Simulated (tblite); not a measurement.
Species: C3H6ClFSi.
SMILES with atom numbers: `[F:1][SiH2:2][CH2:3]/[CH:4]=[CH:5]\[Cl:6]` (hydrogens: H7, H8 on Si2; H9, H10 on C3; H11 on C4; H12 on C5)

Structure used (GFN2-xTB), in Å, numbered top down from 1:
```
atom  x, y, z in Å
F1    -1.9085   -1.7232   -0.2368
Si2   -1.6843   -0.1328   -0.3789
C3    -0.2456    0.3152    0.7929
C4     0.9999   -0.3865    0.3883
C5     1.9304    0.1031   -0.4156
Cl6    1.8342    1.6853   -1.1022
H7    -1.3489    0.0738   -1.7765
H8    -2.9345    0.4640    0.0663
H9    -0.0869    1.3925    0.7713
H10   -0.5080    0.0340    1.8133
H11    1.1332   -1.3941    0.7555
H12    2.8202   -0.4319   -0.7035
```

Calculated harmonic vibrations of the isolated species, GFN2-xTB (tblite), most abundant isotopes, no scaling. Against measured fundamentals such values can be off by several per cent, at times by over 20. Modes of hydrogen on silicon can be 10 to 20 % off. One conformer, not necessarily the lowest.

Harmonic wavenumbers (cm⁻¹): 32.3, 48.8, 130.1, 206.7, 245.1, 420.5, 500.0, 528.8, 572.8, 666.5, 714.1, 740.1, 756.0, 777.3, 801.2, 841.6, 868.3, 1033.0, 1122.8, 1201.7, 1220.6, 1279.1, 1452.1, 1675.7, 2330.0, 2364.0, 2985.7, 3005.3, 3070.0, 3093.1.

A = 4954, B = 1044, C = 969.2 MHz; mass 123.991 u (most abundant isotopes); point group C1, symmetry number 1.

Q: What is the zero-point energy?

A: ½Σν̃ = 17342 cm⁻¹ = 207.45 kJ/mol.

Q: What is S at 400 K and 1 bar for an ideal gas of classical rigid rotors and harmonic oscillators?

A: Translation 175.08, rotation 123.13, vibration 122.82: S = 421.0 J/(mol K).

Q: And Cp and H(400 K) − H(0)?

A: Cp = 149.24 J/(mol K), of which vibrations give 115.98 (their classical limit is 30 R = 249.4); H(400 K) − H(0) = 37.33 kJ/mol without the zero-point energy, 24.03 from vibrations.

Q: Which modes carry the vibrational entropy at 400 K?

A: 32.3 cm⁻¹: 26.22; 48.8 cm⁻¹: 22.79; 130.1 cm⁻¹: 14.70; 206.7 cm⁻¹: 10.97; 245.1 cm⁻¹: 9.63; 420.5 cm⁻¹: 5.62 J/(mol K); the other 24 give 32.89 together.

Q: Blend soft modes into free rotors: weight 1/[1 + (100 cm⁻¹/ν̃)⁴] for the oscillator and the rest for a rotor with moment μB/(μ + B), μ = h/(8π²ν), B = 10⁻⁴⁴ kg m². What vibrational entropy results?

A: 107.56 J/(mol K) in place of 122.82, which changes −T·S at 400 K by +6.10 kJ/mol.

Q: How do the functions run with temperature in this model?

A: 
| T (K) | S (J/(mol K)) | Cp (J/(mol K)) | H − H(0) (kJ/mol) | G − H(0) (kJ/mol) | ln q(vib) |
| --- | --- | --- | --- | --- | --- |
| 100 | 285.7 | 64.7 | 5.08 | -23.49 | 1.93 |
| 200 | 338.5 | 92.4 | 12.86 | -54.84 | 3.89 |
| 300 | 381.9 | 123.2 | 23.66 | -90.90 | 5.73 |
| 500 | 456.6 | 169.5 | 53.32 | -174.99 | 9.33 |
| 800 | 545.8 | 209.1 | 110.71 | -325.93 | 14.36 |
| 1000 | 594.4 | 225.8 | 154.29 | -440.06 | 17.40 |

q(vib) and H(0) count from the zero-point level.

Q: What must be added to the electronic energy to get the Gibbs energy at 400 K and 1 bar?

A: ZPE + [H(400 K) − H(0)] − T·S = 207.45 + 37.33 − 168.41 = 76.37 kJ/mol.

Hindered rotation and anharmonicity are outside this model. Other conformers, if any are populated, would add a mixing term that is left out. The structure is chiral; the term R ln 2 for an equal mix with its mirror image is left out.
